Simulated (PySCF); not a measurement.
Two species compared at the same levels of theory.

First species: Hexafluoroethane, C2F6.
SMILES: `FC(F)(F)C(F)(F)F`

Second species: C4H5FN2.
SMILES: `Cn1ccnc1F`

Levels: wB97X-D/def2-SVPD for dipole moment, HOMO energy, LUMO energy, HOMO–LUMO gap, static isotropic polarisability and electronic spatial extent ⟨r²⟩ about the centre of nuclear charge; TDDFT wB97X-D/def2-SVPD for lowest singlet excitation. Geometries: PBE0-D3(BJ)/def2-SVP. Each structure is a single optimised conformer of the isolated species, non-relativistic unless stated. Electronic properties by PySCF.

The conformers computed, where there is a choice (atom-mapped SMILES and torsion angles):
- `[F:1][C:2]([F:3])([F:4])[C:5]([F:6])([F:7])[F:8]`: F1–C2–C5–F6 -60°

Which has the higher LUMO energy?

The first: 2.33 eV against 2.05 eV, a difference of 0.28 eV.

Which of the two has the higher dipole moment, and by how much?

The second: 4.29 D against 0.00 D, a difference of 4.29 D.

Which has the higher S1 energy?

The first: 11.72 eV against 6.54 eV, a difference of 5.18 eV.

Which of the two has the higher HOMO–LUMO gap, and by how much?

The first: 15.88 eV against 10.56 eV, a difference of 5.32 eV.

Which of the two has the higher HOMO energy, and by how much?

The second: -8.51 eV against -13.55 eV, a difference of 5.04 eV.

Which has the higher static isotropic polarisability?

The second: 59.1 au against 31.5 au, a difference of 27.6 au.

Which has the higher ⟨r²⟩?

The first: 705 bohr² against 628 bohr², a difference of 77 bohr².

On the first: S1 lies 4.16 eV below the HOMO–LUMO gap; its leading configuration is HOMO→LUMO, weight 0.95. The polarisability is 4.66 Å³ as a volume (1 au = 0.148185 Å³), or 0.48 au for each of the 66 electrons.

On the second: The principal polarisabilities are 41.4, 63.9 and 72.0 au; their mean is the isotropic value. The 6 singlets span 6.54 to 7.74 eV, and their oscillator strengths add up to 0.20.
